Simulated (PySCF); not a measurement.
Species: C₅H₁₆N₂Si₂.
InChI=1S/C5H16N2Si2/c6-8-5-9-7-3-1-2-4-7/h1-6,8-9H2

The closed-shell ground state was solved at several levels (PySCF, density fitting, gas phase, non-relativistic). Geometry: PBE0-D3(BJ)/def2-SVP, one conformer, isolated molecule.

| level | basis functions | HOMO (eV) | LUMO (eV) | gap (eV) | dipole (D) |
| --- | --- | --- | --- | --- | --- |
| PBE0/def2-SVPD | 316 | -6.14 | 0.36 | 6.50 | 1.14 |
| KT3/pcSseg-1 | 247 | -4.97 | -0.15 | 4.82 | 1.12 |

(1) What might PBE0/pcSseg-1 (247 basis functions) give for the same quantities?

(2) Over all these levels, which gives the widest orbital gap and which the narrowest?

(3) How far do the dipole and the HOMO energy spread over the levels?

Results:

(1) HOMO -6.13 eV, LUMO 0.79 eV, gap 6.92 eV, dipole 1.19 D.

(2) PBE0/pcSseg-1 (global hybrid, 25 % exact exchange) has the widest, 6.92 eV, and KT3/pcSseg-1 (GGA) the narrowest, 4.82 eV. The two share the basis. From the narrowest to the widest the HOMO moves by -1.16 eV and the LUMO by +0.94 eV.

(3) The dipole runs from 1.12 to 1.19 D (mean 1.15 D) and the HOMO from -6.14 to -4.97 eV.
